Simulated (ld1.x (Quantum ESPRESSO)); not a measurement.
# Which change was made? (Mo, TM)

ld1.x (Quantum ESPRESSO) 7.5 input, shortened:

```
&input
   title='Mo', zed=42., rel=1, dft='PBESOL', iswitch=3,
   config='[Kr] 4d4 5s2 5p0'
 /
 &inputp
   pseudotype=2, tm=.true., lloc=1,
   nlcc=.true., new_core_ps=.true., rcore=2.00
 /
3
5S  1  0   2.00   0.00  2.80  2.80  0.0
4D  3  2   4.00   0.00  2.45  2.45  0.0
5P  2  1   0.00   0.00  3.25  3.25  0.0
 &test
   configts(1)='4d4 5s2 5p0'
 /
```

Cutoffs, loose and tight: the cutoffs (Ry, on a coarse ladder) from which the occupation-weighted sum of valence levels, in a spherical-Bessel basis at the reference potential, stays within 10 and 1 mRy of its value at 400 Ry. They do not see the model core or the augmentation charge, which bear on the density cutoff. Test errors are all-electron minus pseudo excitation energies from the reference, over the configurations 4d5 5s1 5p0; 4d5 5s0 5p0; 4d4 5s0 5p0; 4d5 5s0 5p1; 4d2 5s0 5p0; 4d3 5s0 5p0; 4d5.5 5s0.5 5p0; variants that change the core or the reference have their own tests.

The base gives: outcome: generated; cutoff, loose: 35 Ry; cutoff, tight: 40 Ry; bound ghosts: none; largest test error (meV): -1084.

Task: After one change the result is: outcome: generated; cutoff, loose: 21 Ry; cutoff, tight: 30 Ry; bound ghosts: none; largest test error (meV): -907. Which change was it?
A. type PAW; waves now 5s (bound): rcut 2.45, rcutus 2.80 bohr; 5s channel at 0.25 Ry: rcut 2.45, rcutus 2.80 bohr; 5p (bound): rcut 2.85, rcutus 3.25 bohr; 5p channel at 1.6 Ry: rcut 2.85, rcutus 3.25 bohr; 4d (bound): rcut 2.15, rcutus 2.45 bohr; 4d channel at 0.25 Ry: rcut 2.15, rcutus 2.45 bohr; local potential all-electron potential smoothed inside 3.10 bohr (lloc = -1); augmentation PSQ, inside the norm-conserving radii
B. core correction none
C. all radii but the core radius scaled by about 1.33 (s 3.74, p 4.34, d 3.26 bohr)
D. local potential all-electron potential smoothed inside 2.75 bohr (lloc = -1)

Result: C. The others give: local potential all-electron potential smoothed inside 2.75 bohr (lloc = -1) → outcome: generated; cutoff, loose: 35 Ry; cutoff, tight: 40 Ry; bound ghosts: none; largest test error (meV): -741 | type PAW; waves now 5s (bound): rcut 2.45, rcutus 2.80 bohr; 5s channel at 0.25 Ry: rcut 2.45, rcutus 2.80 bohr; 5p (bound): rcut 2.85, rcutus 3.25 bohr; 5p channel at 1.6 Ry: rcut 2.85, rcutus 3.25 bohr; 4d (bound): rcut 2.15, rcutus 2.45 bohr; 4d channel at 0.25 Ry: rcut 2.15, rcutus 2.45 bohr; local potential all-electron potential smoothed inside 3.10 bohr (lloc = -1); augmentation PSQ, inside the norm-conserving radii → outcome: generated, overlap not positive; bound ghosts: not determined (overlap not positive); largest test error (meV): test run stopped at test 1 of 7 (negative rho) | core correction none → outcome: generated; cutoff, loose: 35 Ry; cutoff, tight: 40 Ry; bound ghosts: none; largest test error (meV): -263. A file whose overlap is not positive is unfit for use, and its test errors describe a broken file.
